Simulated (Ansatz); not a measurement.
Basis-set extrapolation for C2H9AlSSi (PBE0-D4/def2-TZVP geometry, frozen core, Ansatz 0.2.0). Multiplicity 1, RHF reference.

|  | def2-TZVPP | def2-QZVPP |
| --- | --- | --- |
| HF | -1009.434471 | -1009.465215 |
| MP2 correlation | -0.747067 | -0.800944 |
| CCSD(T) correlation | -0.852190 | not run |

Energies in hartree. Use E(X) = E(∞) + A·exp(−7.88·√X) for Hartree–Fock and E(X) = E(∞) + B·X^(−2.97) for correlation, with X = 3 and 4, and add CCSD(T) minus MP2 of the smaller set to the MP2 limit.

Question: What is the CCSD(T) energy at the basis-set limit?

Answer: HF limit: -1009.465215 + (-0.030744) × 0.13774 = -1009.46945. MP2 limit: -0.800944 + (-0.053877) × 0.74074 = -0.84085. Higher-order term: -0.852190 − (-0.747067) = -0.10512. Total: -1010.41542 hartree, 338.1 kJ/mol below CCSD(T)/def2-TZVPP.
